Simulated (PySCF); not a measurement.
Tl: ionisation energy

Tl [Xe] 4f14 5d10 6s2 6p1 (2P) → Tl⁺ [Xe] 4f14 5d10 6s2 (1S), as a difference of total energies. All numbers are calculated (PySCF 2.14, scalar relativity by spin-free X2C-1e, in x2c-QZVPPall (16s10p9d6f1g, 142 functions)). Correlated levels: valence: [Xe] 4f14 5d10 frozen; valence and next inner shell: [Kr] 4d10 4f14 frozen. The calculations carry no spin-orbit coupling.

| method | ionisation energy (eV) |
| --- | --- |
| UHF | 4.997 |
| LDA | 5.570 |
| PBE | 5.413 |
| PBE0 | 5.428 |
| r2SCAN | 5.491 |
| MP2 (valence) | 5.187 |
| SCS-MP2 (valence) | 5.170 |
| MP2 (valence and next inner shell) | 5.320 |
| SCS-MP2 (valence and next inner shell) | 5.235 |

**Question.** How much does correlation contribute at MP2 (valence and next inner shell)?

**Answer.** 5.320 − (4.997) = 0.323 eV, measured against UHF.

For comparison: 5.464 eV (measured; NIST levels, between the centres of gravity of the two terms).
